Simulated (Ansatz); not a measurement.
Reaction R1 + R2 → P1 + P2, each structure at its B3LYP-D3(BJ)/def2-TZVP stationary point, reached from a drawn start (curvature not checked).
R1: H atom, charge 0, multiplicity 2.
P1: H2 (SMILES [H][H]), charge 0, multiplicity 1.
R2: C2H6O (SMILES COC), charge 0, multiplicity 1.
P2, C2H5O (SMILES [CH2]OC) (charge 0, multiplicity 2):
```xyz
8

C      0.99145    -0.02570    -0.23832
O     -0.09294     0.75098     0.24883
C     -1.24802     0.07420     0.43704
H      0.73400    -0.49071    -1.19550
H      1.83098     0.65158    -0.37752
H      1.26138    -0.80430     0.48073
H     -1.40385    -0.84913    -0.10945
H     -2.07299     0.69308     0.75418
```

P less R. No zero-point or thermal terms; singlets are restricted closed shells; open shells are unrestricted.

Cores are frozen in the correlated methods.

The values were computed with Ansatz (Gaussian basis) for Hartree–Fock, density functionals and correlated methods. Each number belongs to the level named beside it.

Q: What is the computed reaction energy (BLYP/def2-TZVPP)?

A: -11.2 kcal/mol

Q: Predict the reaction energy from CCSD(T)/cc-pVTZ.

A: -5.9 kcal/mol

Q: What reaction energy does BHLYP/def2-TZVPP give?

A: -8.2 kcal/mol

Ansatz is an electronic-structure program.
